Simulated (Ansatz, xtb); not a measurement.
**Relaxing a trial structure of CH6InSi+**

The starting geometry of this gas-phase singlet has its atoms placed at random.

```xyz
9

C     1.4209    0.2879   -0.6407
In    0.7306   -1.5651    0.6497
Si    0.2875    1.4209    0.4733
H     0.3488   -0.1227   -1.3786
H    -1.3812   -0.9953   -0.3357
H     1.4225    1.2638    1.4843
H    -0.8648    2.1661    0.8488
H     1.0778   -2.0587   -0.7852
H     0.3204   -0.0061    1.6059
```

Problem. Guess where an optimisation with r2SCAN-D4/def2-SVP ends from this start.

Solution. It ends as a structure given below by its coordinates. Distances that change by over a tenth: C1–Si3 (1.95 → 1.75 Å). Contacts that open: In2–H9 (1.87 → 3.99 Å), Si3–H7 (1.42 → 2.48 Å). Contacts that close: C1–H4 (1.36 → 1.10 Å), C1–H7 (3.31 → 1.10 Å), In2–H5 (2.40 → 1.69 Å), Si3–H9 (1.82 → 1.48 Å).

The energy falls by 9.94 eV over 47 steps:

```json
{"step": "1", "E − E(last) (eV)": "9.940"}
{"step": "6", "E − E(last) (eV)": "4.513"}
{"step": "11", "E − E(last) (eV)": "3.449"}
{"step": "16", "E − E(last) (eV)": "2.255"}
{"step": "21", "E − E(last) (eV)": "0.600"}
{"step": "27", "E − E(last) (eV)": "0.062"}
{"step": "32", "E − E(last) (eV)": "0.019"}
{"step": "37", "E − E(last) (eV)": "0.010"}
{"step": "42", "E − E(last) (eV)": "0.001"}
{"step": "47", "E − E(last) (eV)": "0.000"}
```

Final geometry (Å):

| atom | x (Å) | y (Å) | z (Å) |
| --- | --- | --- | --- |
| C | -0.1124 | 0.7760 | -0.1118 |
| In | 0.0264 | -1.6137 | -0.3441 |
| Si | 1.1388 | 1.1390 | 1.0611 |
| H | 0.0474 | 1.0497 | -1.1660 |
| H | -1.2095 | -1.8404 | -1.4752 |
| H | 2.5447 | 1.3240 | 0.6383 |
| H | -1.1677 | 0.8479 | 0.1929 |
| H | 1.2265 | -2.3368 | 0.6139 |
| H | 0.8682 | 1.0450 | 2.5127 |

From the same start GFN2-xTB reaches the same bonding as this run.

From so rough a start the end depends on the optimiser's path, so another program may land elsewhere. The end wasn't checked by frequencies. Atoms past krypton carry core potentials, without spin–orbit terms. Run with Ansatz 0.2.0, 89 s on 2 threads of Intel(R) Xeon(R) Platinum 8259CL CPU @ 2.50GHz (Skylake/Cascade Lake), on a shared host.
